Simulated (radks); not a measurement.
Values are calculated unless marked as measured or tabulated.
Ionisation of the lutetium ion Lu2+, [Xe] 4f14 6s1, to Lu3+, [Xe] 4f14, under several functionals. Dirac Kohn-Sham, spin-unpolarised, spherical densities, finite nucleus; a radial shooting solver on a logarithmic mesh with Libxc functionals. Known Delta-SCF values: PW91 21.118 eV; Wu-Cohen GGA 20.870 eV. What does exchange-only PBE give, and what is its highest occupied eigenvalue?

Answer. 20.670 eV by Delta-SCF; the 6s1/2 eigenvalue is -17.033 eV. NIST: 20.959 eV (measured).

Beside tabulated values, note that spin-unpolarised runs miss the spin-polarisation part of the exchange energy of open shells.
